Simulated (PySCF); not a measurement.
PySCF 2.14 output of an unrestricted PBE0 calculation on a single atom or ion in aug-cc-pwCVTZ-DK3, with the spin-free X2C one-electron Hamiltonian (Gaussian nucleus):

```
SCF conv_tol = 1e-09
number electrons alpha = 27  beta = 24
    C. Adamo and V. Barone.,  J. Chem. Phys. 110, 6158 (1999)
    M. Ernzerhof and G. E. Scuseria.,  J. Chem. Phys. 110, 5029 (1999)
cycle= 1 E= -6479.93399160781  delta_E= -0.0197  |g|= 0.044  |ddm|= 2.24
cycle= 2 E= -6479.93832147415  delta_E= -0.00433  |g|= 0.0368  |ddm|=  2.7
cycle= 3 E= -6479.92590608846  delta_E= 0.0124  |g|= 0.00966  |ddm|= 2.06
cycle= 4 E= -6479.92545365808  delta_E= 0.000452  |g|= 0.00368  |ddm|= 0.55
cycle= 5 E= -6479.92539262771  delta_E= 6.1e-05  |g|= 0.00206  |ddm|= 0.274
cycle= 6 E= -6479.92536600884  delta_E= 2.66e-05  |g|= 0.00136  |ddm|= 0.174
cycle= 7 E= -6479.92534759223  delta_E= 1.84e-05  |g|= 0.000187  |ddm|= 0.059
cycle= 8 E= -6479.92534738107  delta_E= 2.11e-07  |g|= 1.42e-05  |ddm|= 0.00748
cycle= 9 E= -6479.92534738071  delta_E= 3.58e-10  |g|= 5.11e-06  |ddm|= 0.000205
converged SCF energy = -6479.92534738071  <S^2> = 3.7516079  2S+1 = 4.0008039
```

The run itself started from symmetry-adapted Hartree-Fock orbitals and held the occupation by maximum overlap, on a logarithmic radial grid, so the iterations belong to that start.

Question: Which element, charge and spin multiplicity is this?

Answer: Sb (antimony, neutral), multiplicity 4; the state was [Kr] 4d10 5s2 5p2 5d1, one real determinant (an excited configuration).

⟨L²⟩ = 7.94 against 12 for a pure F term, so this real determinant mixes terms. The outer electron is Rydberg-like, and this basis confines it to a smaller radius and binds it less than a complete one would.
